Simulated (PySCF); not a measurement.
GaH₃, SMILES [GaH3]. Coordinates come from a PBE-D3(BJ)/def2-TZVPD optimisation. The isomer is the one that the SMILES or the coordinates give; other isomers of the formula were not compared.

Computed equilibrium geometry at PBE-D3(BJ)/def2-TZVPD (PySCF confirms it by a frequency run) as bond lengths and angles, and its point group:
point group D3h.
Atoms: Ga1 H2 H3 H4. Bonds (Å): Ga1–H2 1.577, Ga1–H3 1.577, Ga1–H4 1.577. Bond angles (°): H2–Ga1–H3 120.0, H2–Ga1–H4 120.0, H3–Ga1–H4 120.0.
Charge 0, spin multiplicity 1.
